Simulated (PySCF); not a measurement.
The dipole of `O=COc1ccsc1` from its density and from atomic charges.

Coordinates (GFN2-xTB, Å) and charges (e) from the PBE0/pcSseg-1 density (PySCF):

```tsv
atom	x	y	z	Mulliken	IAO	Hirshfeld	ESP-fitted
O1	2.010	1.604	-0.358	-0.3982	-0.4362	-0.2318	-0.5279
C2	2.243	0.438	-0.468	+0.4353	+0.4037	+0.1834	+0.6551
O3	1.417	-0.588	-0.331	-0.4319	-0.2924	-0.0780	-0.4863
C4	0.076	-0.441	-0.024	+0.1711	+0.1466	+0.0474	+0.5941
C5	-0.671	0.762	0.074	-0.0271	-0.2081	-0.0846	-0.3210
C6	-1.969	0.519	0.383	-0.2579	-0.3149	-0.0788	-0.3383
S7	-2.303	-1.158	0.557	+0.2748	+0.3679	+0.1182	+0.1389
C8	-0.676	-1.557	0.212	-0.2745	-0.3552	-0.1035	-0.5268
H9	3.238	0.026	-0.713	+0.1026	+0.1311	+0.0627	+0.0293
H10	-0.255	1.740	-0.073	+0.1343	+0.1927	+0.0482	+0.2439
H11	-2.758	1.230	0.519	+0.1345	+0.1799	+0.0595	+0.2560
H12	-0.350	-2.576	0.197	+0.1369	+0.1848	+0.0574	+0.2832
```

**Question.** Compute μ = Σ q r for each scheme (1 e·Å = 4.803 D) and compare with the dipole of the full density.

**Answer.** The full density gives (-0.40, -1.37, -0.03) D, 1.43 D in size; dipole vectors point from the negative to the positive end.

| scheme | μx | μy | μz | size (D) | share of the full size (%) | angle to the full dipole (°) |
| --- | --- | --- | --- | --- | --- | --- |
| Mulliken | -2.24 | -1.28 | 0.41 | 2.61 | 182 | 45 |
| IAO | -1.96 | -2.53 | 0.37 | 3.22 | 225 | 23 |
| Hirshfeld | -0.70 | -1.62 | 0.11 | 1.77 | 123 | 8 |
| ESP-fitted | -0.44 | -1.38 | -0.04 | 1.44 | 101 | 1 |

**Question.** Which set comes closest?

**Answer.** Length of the difference vector: ESP-fitted 0.04 D, Hirshfeld 0.41 D, Mulliken 1.89 D, IAO 1.98 D. Closest: ESP-fitted. The schemes that divide the density aren't constrained to reproduce the dipole.

**Question.** What is left for the Hirshfeld atoms' own dipoles?

**Answer.** The Hirshfeld atoms' densities add up to the full density, so μ = Σ q r + Σ (atomic dipoles). The atomic dipoles sum to (-0.40, -1.37, -0.03) − (-0.70, -1.62, 0.11) = (0.30, 0.25, -0.14) D, 0.41 D in size.

**Question.** With the origin at the mean of the coordinates, (0.000, 0.000, -0.002) Å, which are the largest single terms, by size, of the Hirshfeld dipole along the direction of the full one?

**Answer.** O1 +2.34, S7 +0.99, C2 -0.92, C8 -0.84, H12 +0.71 D; all 12 atoms together +1.75 D. The single terms depend on the origin, their sum doesn't.

**Question.** Give the size of the full dipole in other units.

**Answer.** 1.43 D = 0.563 au = 0.298 e·Å = 4.77 × 10⁻³⁰ C·m.

Geometry: GFN2-xTB, one conformer, isolated molecule.

The run behind these numbers computed NMR shieldings as well. Hardware: an Arm Neoverse V1 with one thread (shared host). Cost: 20 s of wall time.

Conformer computed: `[O:1]=[CH:2][O:3][c:4]1[cH:5][cH:6][s:7][cH:8]1`: O1–C2–O3–C4 0°, C2–O3–C4–C5 6°.
